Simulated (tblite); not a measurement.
F₂OS, charge +1, doublet, geometry from GFN2-xTB (a state made from the parent by changing its charge; the spin is typed, not shown lowest); GFN1-xTB run with tblite.

Here is a job for tblite.
```
$ tblite run mol.xyz --method gfn1 --charge 1 --spin 1 --efield 0,0,0.1 --json tblite.json --no-restart

# file mol.xyz
4

O      1.41277745    -0.15274416    -0.32845099
S      0.17532783    -0.00614867     0.32891486
F     -0.66462846     1.26381023    -0.18763295
F     -0.90286763    -1.11710668    -0.10514814
```

### Question
Write the output that tblite gives for this input, abridged.

### Answer

```
xTB calculator
 | screened Coulomb repulsion
 | Coulomb electrostatics
 |  * isotropic Klopman-Ohno-Mataga-Nishimoto electrostatics
 |  * onsite third-order electrostatics
 | DFT-D3(BJ) dispersion correction
 | Interactions (1)
 | [1] electric field

halogen bonding energy    0.0000000000000E+00 Eh
repulsion energy          4.1751676701161E-02 Eh
dispersion energy        -7.2211496872737E-04 Eh
interaction energy        0.0000000000000E+00 Eh
number of electrons       2.5000000000000E+01 e
integral cutoff           1.9487547202114E+01 bohr

------------------------------------------------------------
  cycle        total energy    energy error   density error
------------------------------------------------------------
      1     -16.85761771042  -1.6898647E+01   5.5949535E-01
      2     -15.43164252516   1.4259752E+00   8.7687064E-01
      3     -17.38076876267  -1.9491262E+00   3.2815834E-01
      4     -17.80568225517  -4.2491349E-01   1.2297209E-01
      5     -17.86173501511  -5.6052760E-02   6.6627714E-02
      6     -17.87528507214  -1.3550057E-02   3.4899160E-02
      7     -17.87775032177  -2.4652496E-03   1.9956500E-02
      8     -17.87953516715  -1.7848454E-03   2.9645650E-03
      9     -17.87957672403  -4.1556879E-05   5.9369216E-04
     10     -17.87957456834   2.1556945E-06   9.2729704E-04
     11     -17.87957816302  -3.5946803E-06   2.8710552E-04
     12     -17.87957851385  -3.5083908E-07   3.3192930E-06
------------------------------------------------------------

electronic energy        -1.7920608075587E+01 Eh
total energy             -1.7879578513855E+01 Eh

Post processing:
 | Mayer-Wiberg bond orders

[Info] JSON dump of results written to 'tblite.json'
```
